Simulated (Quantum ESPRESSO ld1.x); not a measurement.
Values are calculated unless marked as measured or tabulated.
Valence configurations of the molybdenum ion Mo+ (all share [Kr]). Level of theory: Dirac Kohn-Sham, LDA (Slater exchange, Perdew-Zunger correlation), spin-unpolarised, spherical densities, point nucleus; open shells are shared between the two j in proportion to 2j + 1 (ld1.x of Quantum ESPRESSO 7.5). Energies are relative to 4d5; eigenvalues in eV.

4d5: E (eV) 0.000; e(4d3/2) -10.793; e(4d5/2) -10.576
4d4.5 5s0.5: E (eV) 0.391; e(4d3/2) -11.921; e(4d5/2) -11.693; e(5s1/2) -10.720
4d4 5p1: E (eV) 5.482; e(4d3/2) -14.214; e(4d5/2) -13.971; e(5p1/2) -7.729; e(5p3/2) -7.502
4d3 5s2: E (eV) 3.456; e(4d3/2) -15.705; e(4d5/2) -15.442; e(5s1/2) -12.432
4d4 5s1: E (eV) 1.076; e(4d3/2) -13.117; e(4d5/2) -12.878; e(5s1/2) -11.288
4d3.5 5s0.5 5p1: E (eV) 6.673; e(4d3/2) -15.469; e(4d5/2) -15.214; e(5p1/2) -8.107; e(5p3/2) -7.862; e(5s1/2) -12.581
4d2.5 5s2 5p0.5: E (eV) 7.678; e(4d3/2) -17.626; e(4d5/2) -17.349; e(5p1/2) -8.580; e(5p3/2) -8.304; e(5s1/2) -13.355
4d1.5 5s2 5p1.5: E (eV) 18.042; e(4d3/2) -21.540; e(4d5/2) -21.234; e(5p1/2) -9.878; e(5p3/2) -9.551; e(5s1/2) -15.117
4d2 5s2 5p1: E (eV) 12.531; e(4d3/2) -19.573; e(4d5/2) -19.281; e(5p1/2) -9.242; e(5p3/2) -8.941; e(5s1/2) -14.249
4d3 5p2: E (eV) 13.109; e(4d3/2) -17.813; e(4d5/2) -17.541; e(5p1/2) -9.024; e(5p3/2) -8.749

NIST lists [Kr] 4d5 as the ground configuration; this level of theory agrees among the configurations tried. The energies are those of spherical spin-averaged densities, not of single terms.
